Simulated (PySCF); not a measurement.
**Computed data sheet: `FCC#C[Si@H]([SiH2])[SiH3]` [radical]**

Compound: C3H8FSi3 (doublet state).
Numbering: `[F:1][CH2:2][C:3]#[C:4][Si@H:5]([SiH2:6])[SiH3:7]` (hydrogens: H8, H9 on C2; H10 on Si5; H11, H12 on Si6; H13, H14, H15 on Si7)

Geometry (GFN2-xTB, Å), atoms numbered from 1 in this order:
```xyz
15
C3H8FSi3 angstrom
F      3.2381   -0.6683    1.6613
C      3.2481   -0.0431    0.4298
C      1.9040    0.1056   -0.0945
C      0.7734    0.2191   -0.4934
Si    -0.9863    0.3044   -1.0869
Si    -1.7286    2.3309   -0.3307
Si    -1.9372   -1.7527   -0.5481
H      3.8607   -0.6658   -0.2347
H      3.7232    0.9353    0.5766
H     -0.8342    0.4222   -2.5579
H     -3.0829    2.7613   -0.7021
H     -1.5966    2.6769    1.0878
H     -1.2032   -2.9386   -0.9968
H     -3.2786   -1.8201   -1.1419
H     -2.1044   -1.8593    0.9040
```

GFN2-xTB geometry:

```yaml
Point_group_of_the_GFN2-xTB_geometry: C1
Rotational_constants_A_B_C_of_the_GFN2-xTB_geometry: 1.598, 0.657, 0.509 GHz
```

**UKS B3LYP, pcH-1 on C F H Si, non-relativistic, mean-field spin-orbit, GIAO (PySCF)**

```yaml
Isotropic_g_value: 2.00416
Principal_g_values: 2.00188, 2.00451, 2.00610
Spin_squared_⟨S²⟩: 0.752
Largest_Mulliken_spin_population: 0.96 on Si6
Largest_isotropic_hyperfine_couplings_means_over_sets_of_like_nuclei: 29Si -375.5 (Si6), 29Si -61.0 (Si7), 29Si -8.4 (Si5), 1H +8.2 (H10), 1H +5.9 (H13/H14/H15) MHz
```

Monoisotopic mass from the formula: 146.9918 u.

The rotational constants make it an asymmetric top with κ = (2B − A − C)/(A − C) = -0.73, nearer the prolate limit (−1). ⟨S²⟩ is 0.002 above the pure-spin value S(S + 1) = 0.75. At 9.50 GHz, hν = g·μB·B₀ (B₀ the magnetic field) puts the centre of the isotropic spectrum, to first order, at 338.7 mT. With B = h/(8π²I), that is 505.379 GHz u Å² over I, the principal moments of inertia are 316.4, 769.2 and 993.5 u Å² (most abundant isotopes); the inertial defect Ic − Ia − Ib is -92.1 u Å² (zero for a rigid planar frame, negative otherwise). g_iso is shifted by about +1850 ppm from the free-electron value 2.002319; the principal values span 0.0042.

One conformer (not necessarily the lowest) at the GFN2-xTB geometry, without solvent or vibrations. Hyperfine couplings depend on the geometry, which wasn't re-optimised at a DFT level. Couplings of like nuclei are plain means over topologically equivalent atoms, as if these changed places fast (by rotation of a methyl-like group, say); in this geometry the members of some sets differ.
